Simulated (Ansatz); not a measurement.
Calculated with Ansatz (gas phase, PBE0-D4/def2-TZVP geometries, no zero-point term in ΔE). CCSD(T)/CBS adds triple-zeta CCSD(T) − MP2 to the extrapolated MP2 energy (def2 sets, frozen cores). Functionals use def2-TZVPP. One conformer a species, not always the lowest.

Reaction (ligand exchange at the Al–O bond): `[AlH2][O]B1CC1` + `C=C(N)[SiH3]` → `C=C([SiH3])[NH][AlH2]` + `OB1CC1`

| level | ΔE (eV) |
| --- | --- |
| PBE-D4 | 0.38 |
| r2SCAN-D4 | 0.47 |
| PBE0-D4 | 0.42 |
| ωB97X-V | 0.46 |
| r2SCAN | 0.48 |
| SCS-MP2/def2-TZVPP | 0.46 |
| MP2/def2-QZVPP | 0.45 |
| CCSD/CBS(def2) | 0.49 |

Task: What does CCSD(T)/CBS give? (Best estimate.)

Result: Computed: +0.45 eV. The listed levels differ from it by -0.07, 0.02, -0.03, 0.01, 0.03, 0.01, 0.00, 0.04 eV.

Largest T1 diagnostic among the species: 0.013.

In def2-TZVPP, CCSD(T) changes the Hartree–Fock value by −0.24 eV (the triples alone add −0.04 eV) and MP2 by −0.23 eV. The D4 term adds −0.07 eV with B3LYP and −0.04 eV with PBE0; it sums over pairs of atoms, weighted by their polarisabilities, and B3LYP, whose exchange is more repulsive, gets the larger term.

B3LYP here is the variant with VWN-RPA as its local correlation; programs differ in this.
